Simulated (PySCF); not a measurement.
Gd⁵⁴⁺: ionisation energy

Gd⁵⁴⁺ [Ne] (1S) → Gd⁵⁵⁺ [He] 2s2 2p5 (2P), as a difference of total energies. All numbers are calculated (PySCF 2.14, the non-relativistic Hamiltonian (point nucleus), in an even-tempered Gaussian basis (17 s from 31 bohr⁻², ratio 2.2; 10 p from 40 bohr⁻², ratio 2.2; 6 d from 160 bohr⁻², ratio 2.4; 5 f from 240 bohr⁻², ratio 2.4; 4 g from 360 bohr⁻², ratio 2.4)). Correlated levels: nothing frozen; virtual orbitals above 40 to 60 times the deepest correlated orbital energy dropped. The calculations carry no spin-orbit coupling.

```
                 method  ionisation energy (eV)
                    UHF                 11200.6
                    LDA                 11195.5
                    PBE                 11196.4
                   PBE0                 11198.0
                 r2SCAN                 11201.5
                  B97-3                 11198.0
                r2SCAN0                 11201.7
    MP2 (all electrons)                 11202.2
SCS-MP2 (all electrons)                 11202.1
```

A first-order spin-orbit estimate (lowest level to lowest level, LS coupling) adds -178.3 eV.

The gap to the reference is mostly relativistic.

For comparison: 11273 ± 5 eV (theoretical estimate listed by NIST; NIST Atomic Spectra Database, ionization energies).
